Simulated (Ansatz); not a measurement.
One change: `CO[CH2][ZnH]` becomes `BBCOC`.

Ansatz, PBE0-D4/def2-TZVP geometries, multiplicity 1. Each molecule was computed in one conformer, which needn't be the lowest.

Scalar relativity is left out up to krypton.

```json
{"property": "LUMO energy (B3LYP/def2-TZVPP) / eV", "`CO[CH2][ZnH]`": "-0.73"}
{"property": "HOMO–LUMO gap (PBE/def2-TZVPP) / eV", "`CO[CH2][ZnH]`": "4.52"}
{"property": "HOMO energy (PBE0/def2-TZVPP) / eV", "`CO[CH2][ZnH]`": "-7.25"}
{"property": "LUMO energy (ωB97M-V/def2-TZVPP) / eV", "`CO[CH2][ZnH]`": "0.89"}
{"property": "LUMO energy (PBE0/def2-TZVPP) / eV", "`CO[CH2][ZnH]`": "-0.45"}
{"property": "HOMO–LUMO gap (PBE0/def2-TZVPP) / eV", "`CO[CH2][ZnH]`": "6.80"}
```

What does the change do to each property? (An estimate is asked.)

Computed: 
```tsv
property	`BBCOC`	shift
LUMO energy (B3LYP/def2-TZVPP) / eV	-1.93	-1.20
HOMO–LUMO gap (PBE/def2-TZVPP) / eV	3.22	-1.30
HOMO energy (PBE0/def2-TZVPP) / eV	-7.50	-0.25
LUMO energy (ωB97M-V/def2-TZVPP) / eV	0.20	-0.69
LUMO energy (PBE0/def2-TZVPP) / eV	-1.70	-1.25
HOMO–LUMO gap (PBE0/def2-TZVPP) / eV	5.80	-1.00
```

With PBE0 the HOMO falls by 0.25 eV and the LUMO falls by 1.25 eV, so the gap narrows by about 1.00 eV. PBE moves the HOMO by -0.19 eV and ωB97M-V by -0.44 eV.

B3LYP here is the variant with VWN-RPA as its local correlation; programs differ in this.
